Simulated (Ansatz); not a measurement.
The same ligand exchange along the group B, Al, Ga, In.

Gas-phase electronic energies from Ansatz, PBE0-D4/def2-TZVP geometries. CCSD(T)/CBS is the MP2 limit (def2-TZVPP, def2-QZVPP) plus CCSD(T) − MP2 in def2-TZVPP, frozen cores. This one scheme is used for every species. DFT in def2-TZVPP. Elements past krypton have def2 core potentials. For Ga, In outer-core shells are correlated without core-valence functions, which leaves a few kJ/mol of doubt a bond. Scalar relativity is left out up to krypton. One conformer a species, not always the lowest.

```
                                                          reaction  CCSD(T)/CBS(def2) (kJ/mol)
                   `[SiH3]OB(Cl)Cl` + H₂S → `SB(Cl)Cl` + `O[SiH3]`                           ?
`[SiH3][O][Al]([Cl])[Cl]` + H₂S → `[SH][Al]([Cl])[Cl]` + `O[SiH3]`                          45
`[SiH3][O][Ga]([Cl])[Cl]` + H₂S → `[SH][Ga]([Cl])[Cl]` + `O[SiH3]`                         -23
`[SiH3][O][In]([Cl])[Cl]` + H₂S → `[SH][In]([Cl])[Cl]` + `O[SiH3]`                         -50
```

Task: Fill in the missing values. (Estimate.)

Result: The calculation gave: `[SiH3]OB(Cl)Cl` + H₂S → `SB(Cl)Cl` + `O[SiH3]`: +64.2 kJ/mol.

Largest T1 diagnostic: 0.014, for `[SiH3][O][In]([Cl])[Cl]`.
